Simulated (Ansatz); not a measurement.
Relaxation of H₄O₂SZn (8 atoms, charge 0, multiplicity 1), to a largest force component of 0.03 eV/Å in at most 50 steps.

Method: RKS B3LYP-D4/def2-SVP in Ansatz.

```xyz
8
Properties=species:S:1:pos:R:3
Zn -0.388 0.808 -0.729
O 0.546 -1.704 0.963
O -1.087 0.139 -2.225
H 0.993 -0.914 1.309
S 0.634 1.709 1.064
H 1.247 -2.179 0.496
H -1.559 0.791 -2.760
H -0.385 1.350 1.884
```

**Question.** Where does it end, and by what steps?

**Answer.** The forces met the threshold. After 21 steps the energy has fallen by 0.595 eV; H6 moved furthest, 1.63 Å. Joined: Zn1–O2.

```csv
step,energy less start (eV),largest force component (eV/Å),accepted
0,0.0000,0.556,yes
1,-0.0886,1.165,yes
2,-0.2321,1.297,yes
3,-0.3525,0.732,yes
4,-0.3920,0.237,yes
5,-0.3868,1.192,no
6,-0.4076,0.343,yes
7,-0.4130,0.227,yes
8,-0.4114,0.532,no
9,-0.4183,0.123,yes
10,-0.4224,0.096,yes
11,-0.4261,0.339,yes
12,-0.4310,0.351,yes
13,-0.4338,0.687,yes
14,-0.4850,0.318,yes
15,-0.5250,0.762,yes
16,-0.5246,1.231,no
17,-0.5637,0.307,yes
18,-0.5827,0.224,yes
19,-0.5710,0.528,no
20,-0.5917,0.090,yes
21,-0.5946,0.026,yes
```

```xyz
8
Properties=species:S:1:pos:R:3
Zn -0.201 0.702 -0.160
O 0.309 -1.307 0.531
O -0.364 -0.339 -1.665
H 1.244 -1.537 0.632
S -0.107 2.433 1.184
H 0.071 -1.501 -0.413
H -0.946 -0.098 -2.393
H -0.005 1.648 2.283
```

Whether the end is a true minimum wasn't checked by a vibrational analysis.

The run took 59 s on 2 threads of Arm Neoverse V1, on a shared host, peak memory 0.21 GiB.
